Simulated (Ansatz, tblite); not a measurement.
Cost and result up the ladder for Si₄₃H₅₆, a nanocrystal cut from cubic silicon (99 atoms). Charge 0, multiplicity 1. Geometry: PBE-D4/def2-SVP.

Cartesian coordinates in Å:
```
Si 5.595 1.375 1.441
Si 6.840 -2.172 2.568
Si 3.885 -0.484 4.091
Si 3.340 -3.635 1.796
Si 4.305 4.875 0.259
Si 2.631 2.924 2.926
Si 0.931 3.225 -0.644
Si 2.017 -3.438 -1.727
Si 0.671 0.355 -3.064
Si 2.122 -0.224 0.538
Si 0.097 -2.136 3.184
Si -1.106 1.294 1.932
Si -1.273 -1.755 -0.383
Si -0.090 -5.181 0.867
Si -3.600 -3.857 2.061
Si -3.433 -6.802 -0.219
Si -0.291 6.672 -1.839
Si -2.327 4.717 0.742
Si -3.766 5.104 -2.782
Si -2.530 1.664 -1.583
Si -4.797 -0.423 0.912
Si -5.990 0.236 -2.534
Si -4.754 -3.288 -1.366
Si 6.950 -0.481 0.921
Si 5.687 3.026 -0.240
Si 3.424 0.831 2.192
Si 3.182 -2.228 -0.083
Si 4.681 -2.596 3.426
Si 1.167 -4.137 2.569
Si 1.970 1.224 -1.307
Si 0.941 4.755 -2.433
Si 2.164 4.281 1.059
Si -1.254 2.734 0.082
Si -0.196 -3.751 -0.999
Si -1.424 -0.307 -2.228
Si -0.041 -0.708 1.325
Si -3.458 -2.270 0.326
Si -3.990 -5.411 -2.046
Si -2.276 -5.732 1.539
Si -2.855 3.043 -3.463
Si -2.472 6.153 -1.115
Si -5.256 -1.905 -3.208
Si -4.698 1.189 -0.802
H 6.239 2.009 2.655
H 7.680 -1.686 3.725
H 7.467 -3.442 2.047
H 5.003 0.216 4.830
H 2.708 -0.573 5.024
H 4.015 -4.920 1.372
H 4.996 5.628 1.370
H 4.214 5.793 -0.935
H 3.773 3.562 3.683
H 1.469 2.799 3.873
H 2.663 -4.799 -1.843
H 2.082 -2.772 -3.075
H 0.453 1.452 -4.078
H 1.373 -0.781 -3.758
H 0.861 -1.449 4.285
H -1.290 -2.418 3.698
H -0.336 1.965 3.038
H -2.486 0.997 2.458
H 0.615 -6.453 0.451
H -3.269 -3.266 3.404
H -5.041 -4.311 2.102
H -2.670 -8.010 -0.705
H -4.743 -7.287 0.356
H 0.432 7.351 -0.701
H -0.350 7.639 -2.996
H -1.538 5.364 1.853
H -3.703 4.388 1.266
H -3.923 6.027 -3.966
H -5.138 4.839 -2.212
H -4.452 0.131 2.267
H -6.217 -0.938 0.975
H -6.079 1.155 -3.727
H -7.385 0.049 -1.990
H -6.082 -3.542 -0.686
H 8.380 -0.001 0.845
H 6.588 -1.028 -0.433
H 7.114 3.516 -0.322
H 5.335 2.441 -1.580
H 4.569 -1.914 -0.589
H 4.820 -3.506 4.626
H 1.262 -5.063 3.760
H 3.360 1.516 -1.819
H 2.373 5.143 -2.712
H 0.378 4.141 -3.685
H 1.447 5.546 1.476
H -0.987 -4.419 -2.096
H -2.200 -0.989 -3.328
H -2.825 -5.266 -2.986
H -5.107 -6.078 -2.813
H -2.222 -6.680 2.715
H -1.568 3.261 -4.212
H -3.819 2.348 -4.393
H -3.160 7.440 -0.719
H -4.074 -1.798 -4.133
H -6.375 -2.563 -3.981
H -5.361 2.478 -0.371
```

Ansatz on 11 threads of AMD EPYC 7R13 on a shared host and a whole NVIDIA H100 80GB HBM3; xTB runs through tblite on one thread. Times are rough, summed over both states, and most runs start from the orbitals of an earlier one. PBE0-D4/def2-SVP serves as the yardstick here, not as an exact answer. The other state is a doublet.

The xTB rows come from tblite. B3LYP takes the VWN-RPA correlation. Single mean-field runs in def2-SVP are fitted with def2-universal-jkfit. HOMO above LUMO, or a gap near zero within one spin, warns that the state may not be the lowest or that an electron is smeared out.

Raw xTB energies of ions are shifted by several eV.

```csv
level,functions,wall time,vertical IE (eV),difference from PBE0-D4/def2-SVP (eV),remarks
GFN1-xTB,499,6.5 s,12.18,4.38,–
GFN2-xTB,443,13 s,9.81,2.01,–
PBE-D4/def2-SVP,1054,29 s,7.26,-0.54,gap within one spin near zero (+1 doublet)
B3LYP-D4/def2-SVP (with forces),1054,54 s,7.75,-0.05,–
PBE0-D4/def2-SVP (with forces),1054,56 s,7.80,0.00,–
```
